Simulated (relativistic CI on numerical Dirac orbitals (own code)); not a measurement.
**What each ingredient does to the levels of Ag45+**

Base calculation: Dirac-Coulomb-Breit CI, separate exchange-only KLI orbitals for each configuration, a model potential for QED, unscaled Slater integrals.

Configuration list: 1s², 1s2s, 1s2p, 1s3s, 1s3p, 1s3d, 1s4s, 1s4p, 1s4d, 1s4f, 1s5s, 1s5p, 1s5d, 1s5f, 1s5g, 1s6s, 1s6p, 1s6d. Levels of other configurations are missing.

Variants: (1) QED terms removed. Shifts of the energy above 1s² ¹S0, in eV, for the lowest level and the first level of each name with at least 55 % of one term (blank where a level changes its place among those of its configuration and J or its character, or is not in the variant):

```
    Level     Base   Δ(1)
  1s² ¹S0      0.0    0.0
 1s2s ³S1  22542.4  +22.8
1s2p ³P°1  22607.6  +26.9
1s2p ³P°0  22608.4  +26.9
 1s2s ¹S0  22611.2  +22.8
1s2p ³P°2  22818.7  +26.5
1s2p ¹P°1  22849.3  +26.5
 1s3s ³S1  26777.0  +25.7
1s3p ³P°1  26794.8  +26.9
1s3p ³P°0  26795.0  +26.9
 1s3s ¹S0  26795.3  +25.7
1s3p ³P°2  26857.6  +26.8
 1s3d ³D2  26865.1  +26.9
 1s3d ³D1  26866.0  +26.9
1s3p ¹P°1  26866.2  +26.8
 1s3d ³D3  26885.5  +26.9
 1s3d ¹D2  26886.5  +26.9
 1s4s ³S1  28242.5  +26.4
1s4p ³P°1  28249.8  +26.9
1s4p ³P°0  28249.8  +26.9
 1s4s ¹S0  28249.9  +26.4
1s4p ³P°2  28276.2  +26.9
```

At this charge energies of transitions that change n are usually good to better than 1 %, and those within a shell (Δn = 0) to a few per cent.

Ionisation energy from the two ground configurations alone: base 30094.9 eV; QED terms removed 30121.9 eV. The NIST ASD value (theoretical) is 30097.3 eV.

LS names give the leading component of a level, which can be under half, so a name can repeat, a term be missing and a line seem to break the LS rules.
